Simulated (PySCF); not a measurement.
Ligand exchange on a metal centre used in film growth or etching (Mo F-OH). All species are isolated molecules in the gas phase. One relaxed conformer stands for each flexible species; it need not be the lowest.

Method: TPSSh-D3(BJ)/def2-TZVP // TPSS-D3(BJ)/def2-SVP (PySCF 2.14.0). 

```csv
species,mean distance from the central atom to its bonded neighbours (Å),charge on the central atom (Mulliken) (e)
0 of 6 F replaced by OH ([Mo(F)6]),1.840,2.05
1 of 6 F replaced by OH ([Mo(F)5(OH)]),1.846,2.06
2 of 6 F replaced by OH ([Mo(F)4(OH)2]),[?],1.97
3 of 6 F replaced by OH,1.878,[?]
4 of 6 F replaced by OH ([Mo(F)2(OH)4]),1.892,1.79
5 of 6 F replaced by OH ([Mo(F)(OH)5]),1.910,1.71
6 of 6 F replaced by OH ([Mo(OH)6]),[?],1.60
```

### Question
What belongs in the gaps?

### Answer

- 2 of 6 F replaced by OH ([Mo(F)4(OH)2]), mean distance from the central atom to its bonded neighbours (Å): 1.859
- 3 of 6 F replaced by OH, charge on the central atom (Mulliken) (e): 1.88
- 6 of 6 F replaced by OH ([Mo(OH)6]), mean distance from the central atom to its bonded neighbours (Å): 1.925
